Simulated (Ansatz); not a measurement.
Cost and result up the ladder for Ge4O10H4 (the lowest singlet isomer of a short search) (18 atoms). Total charge 0; singlet. Geometry: PBE-D4/def2-SVP.

```xyz
18

Ge   -1.769    1.641   -1.433
Ge    1.389   -0.826   -0.771
Ge   -0.912    0.627    0.802
Ge    1.967   -0.398    1.923
O     2.539    0.145    3.362
O    -1.065   -0.512    2.245
O     0.079   -2.046   -0.289
O    -1.651   -0.070   -0.707
O     0.905    0.568    0.626
O    -1.480    2.247    0.348
O     1.407   -0.124   -2.280
O     2.588   -1.329    0.508
O    -0.445    1.863   -2.544
O     0.063   -1.442    2.169
H     0.291    1.165   -2.444
H    -0.746   -1.764   -0.763
H    -3.117    2.149   -1.959
H    -0.044   -1.892    1.206
```

Ansatz on 4 threads of Intel Xeon on a shared host. Times are rough, and most runs start from the orbitals of an earlier one. PBE0-D4/def2-SVP serves as the yardstick here, not as an exact answer. Binding counts from free atoms at the same level (Ge triplet, O triplet, H doublet; other spins of the atoms weren't run), without zero-point energy.

Correlated methods freeze 46 core orbitals; core or outer-core shells of Ge are correlated, in sets that lack core-valence functions. The structure holds one bond between oxygen atoms, so isomers without such links may lie far lower. The structure comes from a short search, and lower isomers may exist.

```csv
level,functions,wall time
PBE-D4/def2-SVP,288,10 s
r2SCAN-D4/def2-SVP,288,23 s
MP2/def2-SVP,288,37 s
PBE0-D4/def2-SVP (with forces),288,45 s
```

(1) Estimate what each level gives for the binding energy per atom (eV).

Answers

(1) 
```json
{"level": "PBE-D4/def2-SVP", "binding energy per atom (eV)": "4.06", "difference from PBE0-D4/def2-SVP (eV)": "0.28"}
{"level": "r2SCAN-D4/def2-SVP", "binding energy per atom (eV)": "3.88", "difference from PBE0-D4/def2-SVP (eV)": "0.10"}
{"level": "MP2/def2-SVP", "binding energy per atom (eV)": "3.73", "difference from PBE0-D4/def2-SVP (eV)": "-0.06"}
{"level": "PBE0-D4/def2-SVP (with forces)", "binding energy per atom (eV)": "3.78", "difference from PBE0-D4/def2-SVP (eV)": "0.00"}
```
